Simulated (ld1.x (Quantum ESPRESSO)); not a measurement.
# Before and after: TM potential for Bi

```
Element                 : bismuth (Bi)
Generator               : ld1.x (Quantum ESPRESSO) 7.5
Type                    : norm-conserving Troullier–Martins (Kleinman–Bylander form)
Functional              : PBEsol
Relativity              : scalar-relativistic
Frozen core             : [Xe] 4f14 5d10
Valence charge          : 5
Reference configuration : 6s1.5 6p3.5
Partial waves           : 6s (bound): rc 1.65 bohr; 6d channel at -0.15 Ry: rc 2.15 bohr; 6p (bound): rc 2.35 bohr
Local potential         : the p channel
Core correction         : Bessel-smoothed model core, default radius (core density twice the valence density)
```

Change: core correction none.

Cutoffs: the cutoffs (Ry, on a coarse ladder) from which the occupation-weighted sum of valence levels, in a spherical-Bessel basis at the reference potential, stays within 10 and 1 mRy of its value at 400 Ry; they do not see the model core or the augmentation charge, which bear on the density cutoff. Errors are all-electron minus pseudo energies relative to the spin-unpolarised reference configuration.

Task: How do hardness, ghosts and transferability respond?

Result: The potential gets neither clearly harder nor softer (30 Ry and 60 Ry → 30 Ry and 60 Ry); both files keep a bound ghost (d); of the 7 tests that both files solve, the error grows in 0 and shrinks in 7 by more than 15 % and 0.3 meV (median size 30.2 → 5.9 meV). The default core radius of the base comes out at 1.79 bohr.

| quantity | base | changed |
| --- | --- | --- |
| cutoff, loose | 30 Ry | 30 Ry |
| cutoff, tight | 60 Ry | 60 Ry |
| bound ghosts | d | d |
| error for 6s2 6p3, meV [ΔE -5.01 eV] | -7.2 | +3.0 |
| error for 6s2 6p2, meV [ΔE 2.94 eV] | -9.5 | -2.4 |
| error for 6s2 6p1, meV [ΔE 18.23 eV] | -52 | -22 |
| error for 6s0 6p5, meV [ΔE 15.56 eV] | -79 | +36 |
| error for 6s2 6p3.3, meV [ΔE -6.11 eV] | -7.9 | +3.1 |
| error for 6s1 6p3, meV [ΔE 13.79 eV] | -30 | -5.9 |
| error for 6s2 6p0, meV [ΔE 41.58 eV] | -204 | -21 |
| s: phases at 2.55 bohr within 0.05 rad from the reference energy up to (Ry; the scan ends near 5) | 1.9 | 1.9 |
| p: phases at 2.55 bohr within 0.05 rad from the reference energy up to (Ry; the scan ends near 5) | 3.5 | 3.5 |
| d: phases at 2.55 bohr within 0.05 rad from the reference energy up to (Ry; the scan ends near 5) | 0.9 | 0.9 |

 A true bound ghost makes a file unfit for plane-wave use even where its test errors are small: the radial tests pick states by their node count and pass the ghost by.
